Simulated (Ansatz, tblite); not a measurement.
Forces on BeF₃⁻ at its r2SCAN-D4/def2-TZVPD geometry. The state is a singlet with charge -1.

The xTB rows come from tblite. The structure comes from a short search, and lower isomers may exist.

GFN1-xTB (tblite), largest force 0.15 eV/Å:

```xyz
4
positions Å, forces eV/Å
Be    0.000    0.000    0.000   -0.001    0.000    0.000
F    -1.141    0.863    0.367   -0.117    0.089    0.038
F    -0.242   -1.319   -0.619   -0.025   -0.135   -0.064
F     1.382    0.456    0.252    0.142    0.047    0.026
```

GFN2-xTB (tblite), largest force 0.18 eV/Å:

```
Be -0.001 0.000 0.000
F 0.141 -0.107 -0.045
F 0.030 0.163 0.077
F -0.171 -0.056 -0.031
```

PBE-D4/def2-TZVPD (Ansatz), largest force 0.32 eV/Å:

```
Be -0.001 0.000 0.000
F -0.246 0.187 0.080
F -0.052 -0.285 -0.134
F 0.299 0.099 0.055
```
